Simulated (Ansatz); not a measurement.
Level of theory: Ansatz (a first-principles code) with frozen-core CCSD(T)/cc-pVTZ // PBE-D3(BJ)/def2-TZVP.

Ansatz 0.2 input:
```yaml
crystal:
  periodic: [false, false, false]
  atoms:
    - { symbol: C, position_ang: [-0.931552, 0.106187, -0.110293] }
    - { symbol: C, position_ang: [0.437, -0.549963, 0.079648] }
    - { symbol: C, position_ang: [1.595239, 0.420976, 0.149005] }
    - { symbol: O, position_ang: [1.56823, 1.609585, 0.084784] }
    - { symbol: H, position_ang: [-1.154048, 0.795285, 0.715191] }
    - { symbol: H, position_ang: [-1.720852, -0.657499, -0.147047] }
    - { symbol: H, position_ang: [-0.963842, 0.68293, -1.044193] }
    - { symbol: H, position_ang: [0.489906, -1.150098, 1.003496] }
    - { symbol: H, position_ang: [0.679917, -1.257403, -0.730591] }
basis:
  gaussian: { orbitals: cc-pVTZ }
correlation:
  method: ccsd_t
magnetization:
  spin_polarized: true
  initial_magnetization: 1
```

Output:

```
Functional definition: HF
1088 factors; integrals over basis functions are off by at most 1.2e-3 eV
mean field evaluation 1: about -5204.9640 eV, gradient 2.6e1 eV
mean field evaluation 2: about -5204.9653 eV, gradient 2.6e1 eV
mean field evaluation 4: about -5208.2097 eV, gradient 4.1e0 eV
mean field evaluation 8: about -5208.3378 eV, gradient 2.5e-1 eV
mean field evaluation 16: about -5207.1963 eV, gradient 1.7e1 eV
mean field evaluation 32: about -5205.4009 eV, gradient 3.7e0 eV
mean field -5208.34166938 eV, -191.4030260090 hartree, gradient 2.4e-6 eV, S^2 0.763577; 0 other end points of the search recorded, 0 dependent functions left out
4 core orbitals not correlated
reference -5208.34166938 eV, -191.4030260090 hartree; 12, 11 occupied and 174, 175 virtual orbitals, 1088 factors
second order -19.39531656 eV of doubles, -0.00000000 eV of singles
cycle   1  -19.47809591 eV  change   -8.3e-2 eV  update   1.1e-1
cycle   2  -20.01173136 eV  change   -5.3e-1 eV  update   3.7e-2
cycle   3  -20.16641154 eV  change   -1.5e-1 eV  update   2.2e-2
cycle   4  -20.15892576 eV  change    7.5e-3 eV  update   7.0e-3
cycle   5  -20.15833335 eV  change    5.9e-4 eV  update   3.7e-3
cycle   6  -20.15896439 eV  change   -6.3e-4 eV  update   1.4e-3
cycle   7  -20.15899215 eV  change   -2.8e-5 eV  update   6.8e-4
cycle   8  -20.15926837 eV  change   -2.8e-4 eV  update   2.5e-4
cycle   9  -20.15928493 eV  change   -1.7e-5 eV  update   8.8e-5
cycle  10  -20.15923941 eV  change    4.6e-5 eV  update   3.5e-5
cycle  11  -20.15925829 eV  change   -1.9e-5 eV  update   1.5e-5
cycle  12  -20.15926021 eV  change   -1.9e-6 eV  update   6.9e-6
perturbative correction -0.87425495 eV, -0.0321282768 hartree
Total energy: -5229.37518454 eV, -192.1759934340 hartree
```

Cost: very roughly 6 core-minutes.
